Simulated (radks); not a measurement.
The numbers below are computed, except where a source is named.
Re V, configuration [Xe] 4f14 5d3 (the NIST ground configuration). Level of theory: Dirac Kohn-Sham, PBEsol, spin-unpolarised, spherical densities, finite nucleus; open shells fill j = l - 1/2 first; Fermi nuclear charge, rms radius 5.3698 fm (a radial shooting solver on a logarithmic mesh with Libxc functionals). Some entries of the table are withheld. Estimate them.

orbital  occ.  eigenvalue (eV)  <1/r> (bohr^-1)  <r> (bohr)
1s1/2       2        -71550.64            88.68     0.01805
2s1/2       2        -12434.73            21.63     0.07561
2p1/2       2        -11904.04            21.60     0.06247
2p3/2       4        -10465.24            18.04     0.07055
3s1/2       2        -2912.556            7.939      0.1970
3p1/2       2        -2674.892            7.856      0.1870
3p3/2       4        -2362.468            6.934      0.2019
3d3/2       4        -1961.907            6.830      0.1765
3d5/2       6        -1894.060            6.614      0.1811
4s1/2       2        -642.5078            3.342      0.4406
4p1/2       2        -543.2615            3.233      0.4451
4p3/2       4        -470.2827            2.911      0.4786
4d3/2       4        -307.0232            2.699      0.4935
4d5/2       6        -293.5364            2.622      0.5049
5s1/2       2        -128.9002            1.315       1.030
5p1/2       2         -98.5275            1.192       1.121
4f5/2       6              (1)            2.183      0.5743
5p3/2       4         -87.1374            1.083       1.213
4f7/2       8              (2)            2.152      0.5829
5d3/2       3         -46.3319           0.8161         (3)
5d5/2       0         -45.0917           0.7945         (4)

Answer. 
(1) 4f5/2 eigenvalue (eV): -87.9224
(2) 4f7/2 eigenvalue (eV): -85.4029
(3) 5d3/2 <r> (bohr): 1.576
(4) 5d5/2 <r> (bohr): 1.614
